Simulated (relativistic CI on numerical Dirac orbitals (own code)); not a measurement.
# Ni⁴⁺: 3s photoemission

Computed with this model: Dirac-Coulomb-Breit CI, orbitals from a KLI potential per configuration, model QED (radiative potential, 1s self-energy scaled to tabulated hydrogen-like ionisation energies), multiplet model of photoemission in the sudden approximation, unscaled Slater integrals; configurations [Ar] 3d6 → [Ne] 3s 3p6 3d6; 300 K; Lorentzian 1.05 eV and Gaussian 0.6 eV FWHM. Energies are those of the free ion, without screening or charge transfer. The energies are binding energies and can lie tens of eV above those of solids. Without intra-shell correlation the exchange splitting of an s hole comes out too large, often by half or more. S is read from ⟨S²⟩ = S(S + 1).

Field parameters in Wybourne normalisation: Oh B⁴₀ = 21Dq, B⁴₄ = √(5/14) B⁴₀. The field is a parameter set, without covalency.

Computed curve for Oh, 10Dq = 40200 cm⁻¹, scaled to 100 at the maximum (points under 2 are left out and the grid is thinned):

| Energy (eV) | Intensity |
| --- | --- |
| 191.0 | 2.1 |
| 191.2 | 2.4 |
| 191.4 | 2.6 |
| 191.6 | 2.9 |
| 191.8 | 3.3 |
| 192.0 | 3.8 |
| 192.2 | 4.3 |
| 192.4 | 5.0 |
| 192.6 | 5.8 |
| 192.8 | 6.9 |
| 193.0 | 8.3 |
| 193.2 | 10.2 |
| 193.4 | 12.7 |
| 193.6 | 16.3 |
| 193.8 | 21.6 |
| 194.0 | 29.5 |
| 194.2 | 41.0 |
| 194.4 | 56.8 |
| 194.6 | 75.2 |
| 194.8 | 91.5 |
| 195.0 | 100.0 |
| 195.2 | 97.6 |
| 195.4 | 85.6 |
| 195.6 | 68.4 |
| 195.8 | 51.2 |
| 196.0 | 37.0 |
| 196.2 | 26.8 |
| 196.4 | 19.8 |
| 196.6 | 15.1 |
| 196.8 | 11.8 |
| 197.0 | 9.5 |
| 197.2 | 7.8 |
| 197.4 | 6.5 |
| 197.6 | 5.5 |
| 197.8 | 4.7 |
| 198.0 | 4.1 |
| 198.2 | 3.6 |
| 198.4 | 3.2 |
| 198.6 | 2.8 |
| 198.8 | 2.5 |
| 199.0 | 2.3 |
| 199.2 | 2.1 |

The ground state has S = 0.01, and the centroid lies at 195.07 eV.
